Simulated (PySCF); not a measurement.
isocyanic acid anion (CHNO), SMILES N=C=O (connectivity only; charge and spin as stated), charge -1, multiplicity 2.

The structure is a stationary point at B3LYP-D3(BJ)/def2-TZVPD. The multiplicity is an assumed one; other spin states were not compared.

All values below come from B3LYP-D3(BJ)/def2-TZVPD run with PySCF.

Harmonic, unscaled wavenumbers; measured fundamentals usually lie a few per cent lower.

```json
[
 {"mode": "1", "ν (cm⁻¹)": "610", "IR (km/mol)": "6.6", "moving atoms (share of kinetic energy)": "C 46 %, O 25 %, N 20 %, H 9 %"},
 {"mode": "2", "ν (cm⁻¹)": "666", "IR (km/mol)": "33.9", "moving atoms (share of kinetic energy)": "H 76 %, C 16 %"},
 {"mode": "3", "ν (cm⁻¹)": "1144", "IR (km/mol)": "78.2", "moving atoms (share of kinetic energy)": "H 61 %, O 23 %, N 15 %"},
 {"mode": "4", "ν (cm⁻¹)": "1193", "IR (km/mol)": "135.1", "moving atoms (share of kinetic energy)": "N 43 %, C 25 %, H 21 %, O 11 %"},
 {"mode": "5", "ν (cm⁻¹)": "1728", "IR (km/mol)": "679.1", "moving atoms (share of kinetic energy)": "C 69 %, O 21 %"},
 {"mode": "6", "ν (cm⁻¹)": "3497", "IR (km/mol)": "10.3", "moving atoms (share of kinetic energy)": "H 93 %"}
]
```
